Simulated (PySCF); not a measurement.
A calculated (BP86, PySCF 2.14, cc-pVDZ-DK, the spin-free X2C one-electron Hamiltonian (Gaussian nucleus)) atom or ion has these occupied shells.

| shell | electrons | orbital energy (eV) | rms radius, mean of both spins (bohr) |
| --- | --- | --- | --- |
| 1s α | 1 | -12505.6 | 0.0508 |
| 1s β | 1 | -12505.5 | 0.0508 |
| 2s α | 1 | -1617.8 | 0.212 |
| 2s β | 1 | -1617.7 | 0.212 |
| 2p α | 3 | -1424.8 | 0.189 |
| 2p β | 3 | -1424.6 | 0.189 |
| 3s α | 1 | -224.00 | 0.615 |
| 3s β | 1 | -223.77 | 0.615 |
| 3p α | 3 | -163.58 | 0.638 |
| 3p β | 3 | -163.33 | 0.638 |
| 3d α | 5 | -63.776 | 0.704 |
| 3d β | 5 | -63.417 | 0.704 |
| 4s α | 1 | -28.015 | 1.87 |
| 4s β | 1 | -25.392 | 1.87 |
| 4p α | 3 | -16.499 | 2.28 |

Task: Name the element and its charge.

Result: Se⁺ (selenium, charge +1), in [Ar] 3d10 4s2 4p3, high-spin 4S determinant.
